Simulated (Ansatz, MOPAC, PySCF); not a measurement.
Species: CH$_{3}$BI$_{2}$, net charge 0, singlet state. SMILES: CB(I)I
Geometry from a B3LYP-D3(BJ)/def2-TZVP (Ansatz, an electronic-structure program) optimisation:
```
B
C 1 1.5517
H 2 1.0905 1 112.85
H 2 1.0905 3 109.87 1 -126.89
H 2 1.0980 3 106.73 4 -115.36
I 1 2.1390 2 120.60 3 28.53
I 1 2.1390 2 120.60 3 -153.82
```
Charge 0, spin multiplicity 1.

Quantity: vertical ionisation energy to the doublet, in eV. Terms: open shells spin-unrestricted; PM7 with its own dispersion and hydrogen-bond terms; STO-3G and 3-21G all-electron and non-relativistic; 6-31G* and kin with 6d, 5d where marked; dispersion terms only where a functional's name holds one; each state is the SCF solution reached for its charge and spin; def2 sets with scalar-relativistic core potentials past Kr; spin-orbit terms left out; LANL2DZ with its own core potentials from Na on; valence correlation only (noble-gas shells and the d and f shells of earlier blocks). Ab initio and DFT rows: single points at B3LYP-D3(BJ) geometries (Ansatz). Semi-empirical rows: differences of heats of formation at the shared geometry for vertical values.

```tsv
level	program	vertical ionisation energy to the doublet (eV)
AM1	MOPAC	9.61
PM3	MOPAC	9.16
PM6	MOPAC	9.18
PM7	MOPAC	9.19
MNDO	MOPAC	10.02
HF/6-31G* with LANL2DZ past Ar	Ansatz	9.09
PBE/6-31G* with LANL2DZ past Ar	Ansatz	9.11
B3LYP/STO-3G	Ansatz	7.46
B3LYP/3-21G	Ansatz	9.12
B3LYP/6-31G* with LANL2DZ past Ar	Ansatz	9.34
M06-2X/6-31G* with LANL2DZ past Ar (5d)	PySCF	9.61
MP2/6-31G* with LANL2DZ past Ar	Ansatz	9.16
PBE/def2-TZVPD	Ansatz	8.96
PBE0/def2-TZVPD	Ansatz	9.27
wB97M-V/def2-TZVPD	Ansatz	9.53
```

No value to compare with is used here. The 12 habitual levels span 7.46 (B3LYP/STO-3G) to 10.02 eV (MNDO); PBE0/def2-TZVPD gives 9.27.

The levels are drawn from those run, B3LYP/6-31G* more often than the rest, none by its result; left out are runs that failed, that the program found above a lower state of the same kind, or whose <S^2> lies over 0.5 above the pure value.
